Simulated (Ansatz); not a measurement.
Born–Oppenheimer molecular dynamics of CH6NOSi2 (11 atoms, charge 0, multiplicity 2). It starts at the highest image of a converged band. Of that band: Neighbouring images differ by up to 1.2 eV, so the band resolves the path poorly. A vibrational analysis at the climbing image gives one clearly imaginary mode, 324i cm⁻¹: a first-order saddle point.

Method: UHF/def2-SVP in Ansatz.

- ensemble: NVE (velocity Verlet)
- time step: 0.5 fs
- steps asked: 200
- starting velocities drawn for: 300 K
- seed: 6198

First frame:

```xyz
11
Properties=species:S:1:pos:R:3
H -1.230 1.214 -0.236
Si 0.301 1.343 0.002
O 0.938 -0.142 0.132
Si 1.311 -1.742 0.285
C -2.894 0.986 -0.522
N -4.013 0.795 -0.740
H 0.850 2.064 -1.160
H 0.470 2.116 1.246
H 2.040 -2.186 -0.919
H 0.066 -2.524 0.433
H 2.161 -1.925 1.479
```

Problem. How far do the bonds stretch over the last three quarters of this one trajectory? (Pairs bonded in most of those frames.)

Solution. 
```tsv
bond	mean (Å)	spread (Å)	shortest	longest
H1–Si2	1.494	0.039	1.43	1.58
Si2–O3	1.639	0.016	1.61	1.66
Si2–H7	1.478	0.025	1.43	1.52
Si2–H8	1.478	0.005	1.47	1.49
O3–Si4	1.652	0.019	1.62	1.68
Si4–H9	1.478	0.007	1.47	1.49
Si4–H10	1.482	0.005	1.47	1.49
Si4–H11	1.479	0.022	1.45	1.51
C5–N6	1.161	0.017	1.13	1.18
```

Mean temperature of the second half: 269 K. The conserved energy stayed within 0.077 meV per atom of its start (net change 0.031 meV per atom), so the integration is sound. A run of 0.1 ps of so small a system gives no equilibrium averages.

The run took 5.1 min on 2 threads of Arm Neoverse V2, on a shared host, peak memory 0.3 GiB.
